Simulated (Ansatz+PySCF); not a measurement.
The numbers below are computed, except where a source is named.
## PySCF 2.14.0 run

```python
from pyscf import gto, scf, cc

mol = gto.M(atom="""
Be 0.000000 0.000000 0.000000
S 0.000000 0.000000 1.740000
""", basis='6-31g', charge=0, spin=0)
mf = scf.UHF(mol)
mf.kernel()
mycc = cc.CCSD(mf, frozen=6).run()
et = mycc.ccsd_t()
print(mf.e_tot, mycc.e_corr, et, mycc.e_tot + et)
```

The script is written out from the run's settings.

Output:

| Quantity | Value |
| --- | --- |
| Converged | yes |
| Reference energy | -412.08247 hartree |
| CCSD correlation energy | -0.09196 hartree |
| Triples correction | -0.00552 hartree |
| Total energy | -412.17995 hartree |
| Spin squared of the determinant | 0.000 |
